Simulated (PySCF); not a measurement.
PySCF job for CH4BrFOSi, SMILES C[Si](O)(F)Br, TDDFT-LC-ωPBE/def2-SVPD. Geometry optimised at PBE0-D3(BJ)/def2-SVP. The structure was generated by enumeration, and PubChem lists no compound with its InChIKey, so it may never have been made. The values are those of a single conformer.

```python
import numpy as np
from pyscf import gto, scf, dft, tdscf

mol = gto.M(
    atom='''
    C     2.00711679   -0.20282273   -1.03080739
    Si    0.18486560   -0.13140600   -0.79204833
    O    -0.49972463   -1.52098545   -1.33522191
    F    -0.44128854    1.12762254   -1.59635359
    Br   -0.35354995    0.21109635    1.33556369
    H     2.43823878   -1.02667950   -0.44400616
    H     2.47356231    0.73958924   -0.70965254
    H     2.23971567   -0.36869841   -2.09380761
    H    -1.43869397   -1.65668220   -1.17478458
    ''',
    basis='def2-SVPD',
    charge=0,
    spin=0,
    max_memory=1600,
    verbose=4,
)
mf = dft.RKS(mol, xc='lc_wpbe').density_fit(auxbasis='def2-universal-jkfit')
mf.grids.level = 3
mf.conv_tol = 1e-9
mf.max_cycle = 100
mf.kernel()
mf.grids = dft.Grids(mol).set(level=1).build(with_non0tab=True)  # coarser grid for the response kernel
td = tdscf.TDDFT(mf)
td.singlet = True
td.nstates = 10
td.conv_tol = 1e-4
td.positive_eig_threshold = 1e-6
td.kernel(x0=td.get_init_guess(mf, 15))
td.analyze()
tt = tdscf.TDA(mf)
tt.singlet = False
tt.nstates = 4
tt.conv_tol = 1e-4
tt.positive_eig_threshold = 1e-6
tt.kernel(x0=tt.get_init_guess(mf, 9))
tt.analyze(verbose=3)
```

Output:

```
PySCF version 2.14.0

[INPUT] verbose = 4
[INPUT] num. atoms = 9
[INPUT] num. electrons = 76
[INPUT] charge = 0
[INPUT] spin (= nelec alpha-beta = 2S) = 0
[INPUT] symmetry False subgroup None
[INPUT] Mole.unit = angstrom
[INPUT] Symbol           X                Y                Z      unit          X                Y                Z       unit  Magmom
[INPUT]  1 C      2.007116790000  -0.202822730000  -1.030807390000 AA    3.792901033116  -0.383279411537  -1.947943654278 Bohr   0.0
[INPUT]  2 Si     0.184865600000  -0.131406000000  -0.792048330000 AA    0.349345353853  -0.248321351125  -1.496754421119 Bohr   0.0
[INPUT]  3 O     -0.499724630000  -1.520985450000  -1.335221910000 AA   -0.944342688400  -2.874245939948  -2.523203725419 Bohr   0.0
[INPUT]  4 F     -0.441288540000   1.127622540000  -1.596353590000 AA   -0.833914482509   2.130897772486  -3.016671083066 Bohr   0.0
[INPUT]  5 Br    -0.353549950000   0.211096350000   1.335563690000 AA   -0.668112576854   0.398914287395   2.523849596014 Bohr   0.0
[INPUT]  6 H      2.438238780000  -1.026679500000  -0.444006160000 AA    4.607603520494  -1.940143072705  -0.839050040020 Bohr   0.0
[INPUT]  7 H      2.473562310000   0.739589240000  -0.709652540000 AA    4.674355317947   1.397621108275  -1.341048944202 Bohr   0.0
[INPUT]  8 H      2.239715670000  -0.368698410000  -2.093807610000 AA    4.232449213197  -0.696739017463  -3.956722940430 Bohr   0.0
[INPUT]  9 H     -1.438693970000  -1.656682200000  -1.174784580000 AA   -2.718737580363  -3.130675633442  -2.220021111562 Bohr   0.0

nuclear repulsion = 442.861026332865
number of shells = 67
number of NR pGTOs = 261
number of NR cGTOs = 163
basis = def2-SVPD
ecp = {}


[settings echo left out]
init E= -3077.56338853533
  HOMO = -0.390211756231102  LUMO = 0.00222233964315688  gap/eV = 10.67868
cycle= 1 E= -3078.17632513674  delta_E= -0.613  |g|= 0.791  |ddm|= 3.68
  HOMO = -0.372031104710453  LUMO = 0.0578886334039357  gap/eV = 11.69871
cycle= 2 E= -3078.18677499686  delta_E= -0.0104  |g|= 0.818  |ddm|= 1.63
  HOMO = -0.416932695713737  LUMO = 0.0566604314410655  gap/eV = 12.88713
cycle= 3 E= -3078.29840495873  delta_E= -0.112  |g|= 0.058  |ddm|= 0.639
  HOMO = -0.421743744260177  LUMO = 0.0591718949542335  gap/eV = 13.08638
cycle= 4 E= -3078.29918449587  delta_E= -0.00078  |g|= 0.017  |ddm|= 0.106
  HOMO = -0.421416394456561  LUMO = 0.059080864773509  gap/eV = 13.07500
cycle= 5 E= -3078.29928293998  delta_E= -9.84e-05  |g|= 0.00484  |ddm|= 0.0497
  HOMO = -0.4213199205175  LUMO = 0.0591129221469853  gap/eV = 13.07324
cycle= 6 E= -3078.29928936997  delta_E= -6.43e-06  |g|= 0.00135  |ddm|= 0.00989
  HOMO = -0.421262530657342  LUMO = 0.0591192291629477  gap/eV = 13.07185
cycle= 7 E= -3078.29929028714  delta_E= -9.17e-07  |g|= 0.000633  |ddm|= 0.00321
  HOMO = -0.421316357102476  LUMO = 0.0591069886091171  gap/eV = 13.07299
cycle= 8 E= -3078.29929012859  delta_E= 1.59e-07  |g|= 0.000221  |ddm|= 0.00105
  HOMO = -0.421329647282253  LUMO = 0.0591064818452489  gap/eV = 13.07333
cycle= 9 E= -3078.29929014102  delta_E= -1.24e-08  |g|= 6.17e-05  |ddm|= 0.000328
  HOMO = -0.421324105250506  LUMO = 0.0591068222259379  gap/eV = 13.07319
cycle= 10 E= -3078.2992901428  delta_E= -1.78e-09  |g|= 1.15e-05  |ddm|= 0.00017
  HOMO = -0.421325815312266  LUMO = 0.0591068526065648  gap/eV = 13.07324
cycle= 11 E= -3078.2992901429  delta_E= -1.01e-10  |g|= 4.44e-06  |ddm|= 4.51e-05
  HOMO = -0.42132535167864  LUMO = 0.0591067712984601  gap/eV = 13.07322
Extra cycle  E= -3078.2992901429  delta_E= 4.09e-12  |g|= 3.67e-06  |ddm|= 1.03e-05
converged SCF energy = -3078.2992901429
tot grids = 39296
Overwritten attributes  positive_eig_threshold  of <class 'pyscf.tdscf.rks.TDDFT'>


******** <class 'pyscf.tdscf.rks.TDDFT'> for <class 'pyscf.df.df_jk.DFRKS'> ********
nstates = 10 singlet
deg_eia_thresh = 1.000e-03
wfnsym = None
conv_tol = 0.0001
eigh lindep = 1e-12
eigh level_shift = 0
eigh max_cycle = 100


Excitation energies (eV)
[7.95936685 7.98884355 8.71400739 8.92496214 9.23082931 9.31787412
 9.37583692 9.47423545 9.52443954 9.67006395]

** Singlet excitation energies and oscillator strengths **
Excited State   1:      7.95937 eV    155.77 nm  f=0.0324
      37 -> 39       -0.24372
      37 -> 40       -0.15786
      37 -> 46        0.11858
      38 -> 39        0.42151
      38 -> 40        0.26412
      38 -> 44       -0.13030
      38 -> 45        0.15910
      38 -> 46       -0.21903
Excited State   2:      7.98884 eV    155.20 nm  f=0.0556
      37 -> 39       -0.40330
      37 -> 40       -0.28353
      37 -> 44        0.14667
      37 -> 45       -0.15475
      37 -> 46        0.21730
      38 -> 39       -0.24486
      38 -> 40       -0.15410
      38 -> 46        0.13428
Excited State   3:      8.71401 eV    142.28 nm  f=0.0285
      35 -> 39       -0.17725
      35 -> 40        0.12084
      36 -> 39       -0.10027
      37 -> 39        0.17240
      37 -> 40       -0.14479
      38 -> 39       -0.33288
      38 -> 40        0.31883
      38 -> 43        0.18214
      38 -> 44       -0.13388
      38 -> 45        0.20021
Excited State   4:      8.92496 eV    138.92 nm  f=0.0765
      37 -> 39       -0.39050
      37 -> 40        0.23979
      37 -> 43        0.17835
      37 -> 44       -0.18195
      37 -> 45        0.28961
      38 -> 39       -0.19489
      38 -> 40        0.12665
      38 -> 44       -0.11008
      38 -> 45        0.12877
Excited State   5:      9.23083 eV    134.32 nm  f=0.1076
      35 -> 39       -0.31970
      35 -> 40        0.18866
      36 -> 39       -0.25691
      36 -> 40        0.11023
      37 -> 44       -0.12315
      37 -> 45        0.15249
      38 -> 39        0.15537
      38 -> 44        0.28180
      38 -> 45       -0.16900
Excited State   6:      9.31787 eV    133.06 nm  f=0.0052
      37 -> 40        0.11154
      37 -> 41        0.10280
      37 -> 44        0.37585
      37 -> 45        0.12430
      37 -> 46       -0.11029
      37 -> 47        0.15646
      37 -> 48       -0.16744
      37 -> 49       -0.10547
      38 -> 44        0.29751
      38 -> 45        0.21779
      38 -> 46       -0.11847
      38 -> 47        0.16261
      38 -> 49       -0.12778
Excited State   7:      9.37584 eV    132.24 nm  f=0.0538
      36 -> 39        0.24597
      36 -> 46       -0.10488
      37 -> 40       -0.11408
      37 -> 44       -0.25995
      37 -> 47       -0.11222
      37 -> 48        0.13876
      38 -> 43       -0.10285
      38 -> 44        0.21090
      38 -> 45        0.29404
      38 -> 46       -0.11994
      38 -> 47        0.16097
      38 -> 49       -0.15245
Excited State   8:      9.47424 eV    130.86 nm  f=0.0852
      36 -> 39       -0.33799
      36 -> 40       -0.17363
      36 -> 44        0.10215
      36 -> 45       -0.11065
      36 -> 46        0.14545
      37 -> 40       -0.10166
      37 -> 45        0.11567
      37 -> 48        0.10447
      38 -> 40       -0.21307
      38 -> 43       -0.11607
      38 -> 44       -0.11606
      38 -> 45        0.24965
      38 -> 48        0.21218
      38 -> 51       -0.11741
Excited State   9:      9.52444 eV    130.17 nm  f=0.0038
      35 -> 39       -0.16597
      35 -> 40        0.12444
      36 -> 40        0.11928
      37 -> 40        0.15384
      37 -> 43        0.24466
      37 -> 45       -0.28595
      37 -> 48       -0.25359
      37 -> 49        0.11788
      37 -> 51        0.15395
      38 -> 43       -0.19406
      38 -> 44       -0.10830
      38 -> 48        0.19287
      38 -> 51       -0.10145
Excited State  10:      9.67006 eV    128.21 nm  f=0.0893
      34 -> 39       -0.16700
      34 -> 40        0.10861
      35 -> 39        0.29775
      35 -> 40       -0.17777
      36 -> 39       -0.30572
      36 -> 40        0.17306
      37 -> 40        0.12007
      37 -> 41        0.12828
      37 -> 45       -0.14843
      38 -> 40        0.11448
      38 -> 41        0.13003

** Transition electric dipole moments (AU) **
state          X           Y           Z        Dip. S.      Osc.
  1         0.0773      0.3995      0.0243      0.1662      0.0324
  2        -0.5322     -0.0005     -0.0267      0.2840      0.0556
  3        -0.1006     -0.2901     -0.1984      0.1336      0.0285
  4        -0.5452     -0.0292     -0.2280      0.3501      0.0765
  5         0.0503      0.4793     -0.4934      0.4757      0.1076
  6         0.0464     -0.1323      0.0574      0.0230      0.0052
  7        -0.3061      0.0123      0.3746      0.2341      0.0538
  8         0.1357     -0.2343     -0.5419      0.3669      0.0852
  9         0.0606     -0.0951     -0.0606      0.0164      0.0038
 10         0.4004     -0.3360     -0.3224      0.3771      0.0893

** Transition velocity dipole moments (imaginary part, AU) **
state          X           Y           Z        Dip. S.      Osc.
  1         0.0230      0.1204      0.0066      0.0151      0.0344
  2        -0.1616      0.0002     -0.0086      0.0262      0.0595
  3        -0.0316     -0.0900     -0.0645      0.0133      0.0276
  4        -0.1773     -0.0102     -0.0744      0.0371      0.0754
  5         0.0174      0.1604     -0.1668      0.0539      0.1058
  6         0.0154     -0.0468      0.0193      0.0028      0.0054
  7        -0.1060      0.0060      0.1297      0.0281      0.0544
  8         0.0505     -0.0811     -0.1889      0.0448      0.0858
  9         0.0201     -0.0315     -0.0220      0.0019      0.0036
 10         0.1426     -0.1217     -0.1143      0.0482      0.0904

** Transition magnetic dipole moments (imaginary part, AU) **
state          X           Y           Z
  1         0.2162     -0.0484      0.0659
  2        -0.0117      0.2399     -0.0665
  3        -0.9012      0.3631     -0.1843
  4         0.1295      0.9052     -0.1472
  5         0.2197      0.3056      0.4084
  6         0.2095     -0.0475      0.4770
  7        -0.2315     -0.1742      0.0224
  8        -0.2475      0.4640     -0.0992
  9        -0.6551     -0.0286      0.0251
 10         0.1126      0.4414     -0.6528
Overwritten attributes  positive_eig_threshold  of <class 'pyscf.tdscf.rks.TDA'>


******** <class 'pyscf.tdscf.rks.TDA'> for <class 'pyscf.df.df_jk.DFRKS'> ********
nstates = 4 triplet
deg_eia_thresh = 1.000e-03
wfnsym = None
conv_tol = 0.0001
eigh lindep = 1e-12
eigh level_shift = 0
eigh max_cycle = 100


Excitation energies (eV)
[7.41065612 7.43730397 8.25755225 8.45389402]

** Triplet excitation energies and oscillator strengths **
Excited State   1:      7.41066 eV    167.31 nm  f=0.0000
Excited State   2:      7.43730 eV    166.71 nm  f=0.0000
Excited State   3:      8.25755 eV    150.15 nm  f=0.0000
Excited State   4:      8.45389 eV    146.66 nm  f=0.0000
```

Self-consistency was reached.
